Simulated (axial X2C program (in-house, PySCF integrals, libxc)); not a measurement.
## Low determinants of SrSi at the PBE0 level, with spin–orbit coupling

All values were computed with an axial X2C code built on PySCF integrals. Two-component (2c) means X2C with spin–orbit coupling and atomic mean-field two-electron Coulomb and Gaunt terms. Basis: Sr dyall-cv3z [13s12p8d5f1g], Si dyall-v3z [8s7p2d1f] (cores contracted in-house); Gaussian nuclei, density fitting, unrestricted open shells. Masses: Sr 87.906 u, Si 27.977 u.

Search at 2.933 Å (vertical energies from the lowest determinant):

| ΔE (eV) | state | electrons beyond evenly filled partner blocks | electrons in ±ω = 1/2, 3/2, 5/2, 7/2 |
| --- | --- | --- | --- |
| 0.00 | Ω = 2 | ω = 1/2, ω = 3/2 | 37 13 2 0 |
| 0.53 | Ω = 0 | 3 × ω = 1/2, ω = -3/2 | 37 13 2 0 |
| 0.56 | Ω = 0 | none | 38 12 2 0 |
| 0.60 | Ω = 0 | none | 36 14 2 0 |
| 0.84 | Ω = 1 | 2 × ω = 1/2 | 38 12 2 0 |
| 1.01 | Ω = 3 | 3 × ω = 1/2, ω = 3/2 | 37 13 2 0 |
| 1.03 | Ω = 1 | 2 × ω = 1/2 | 36 14 2 0 |

Lowest determinant, Ω = 2 (⟨Sz⟩ = 2.00, ⟨Lz⟩ = 0.00 at PBE0): Re = 2.916 Å, ωe = 232.2 cm⁻¹.

The determinant in row 2 of the search, Ω = 0 (⟨Sz⟩ = 0.00, ⟨Lz⟩ = 0.00 at PBE0), was followed along the bond at PBE0; measured from the minimum of the lowest determinant it gives:

Te = 0.534 eV (4304 cm⁻¹), Re = 2.928 Å, ωe = 224.8 cm⁻¹.

(1) Compare the bond of the determinant in row 2 with that of the lowest one.

The search compares states at one distance, so a state with another bond length can lie lower; it is not exhaustive and yields mostly the lowest determinant of each block pattern, so other components and higher states of one pattern are missing. These are energies of single determinants, not of spin-adapted states; PBE0 term energies can be off by some tenths of an eV, and the functional has no current term. Open-shell Ω = 0 determinants with evenly filled partner blocks cannot be reached by this program, so the Ω shown need not be the lowest component. The lowest determinant need not be the ground state where others lie within half an eV.

## Answers

(1) At PBE0 its Re is 0.012 Å longer and its force constant, which goes as ωe², is 0.94 times that of the lowest determinant. This determinant mixes spin states, so it has no term energy of its own.
